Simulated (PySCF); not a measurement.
**A small calculation by hand: entropy of an ideal gas**

TiF4, SMILES [F][Ti]([F])([F])[F], multiplicity 1.

Geometry optimised at PBE-D3(BJ)/def2-SVP. The spin state was assumed, not searched. The isomer is the one that the SMILES or the coordinates give; other isomers of the formula were not compared.

PBE-D3(BJ)/def2-SVP in PySCF 2.14.0 gives the harmonic wavenumbers 190, 190, 214, 214, 214, 710, 810, 810, 810 cm⁻¹ and the rotational temperatures 0.1574, 0.1574, 0.1574 K. The molar mass is 123.86 g/mol, the symmetry number 12, the spin multiplicity 1.

Work out the entropy at 298.15 K and 1 atm in the rigid-rotor, harmonic-oscillator model.


Translation (Sackur–Tetrode at 1 atm): S = R[1.5 ln M + 2.5 ln T − 1.16487] = 168.8 J/(mol K).
Rotation: q = (√π/σ) T^1.5/√(θA θB θC) = 12200, S = R[ln q + 3/2] = 90.7 J/(mol K).
Vibration: with u = 1.4388 ν/T, each mode gives R[u/(e^u − 1) − ln(1 − e^−u)]:
```json
[
 {"ν (cm⁻¹)": "190", "modes": "2", "u": "0.92", "S (J/(mol K))": "18.64"},
 {"ν (cm⁻¹)": "214", "modes": "3", "u": "1.03", "S (J/(mol K))": "25.22"},
 {"ν (cm⁻¹)": "710", "modes": "1", "u": "3.43", "S (J/(mol K))": "1.23"},
 {"ν (cm⁻¹)": "810", "modes": "3", "u": "3.91", "S (J/(mol K))": "2.50"}
]
```
These are all the modes. Sum 47.6 J/(mol K).
Spin: R ln 1 = 0.0 J/(mol K).
Total 307.1 J/(mol K); the program's own thermochemistry gives 307.1. Translation makes up 55 % and vibration 15 %. Anharmonicity, hindered rotation and orbital degeneracy are left out.
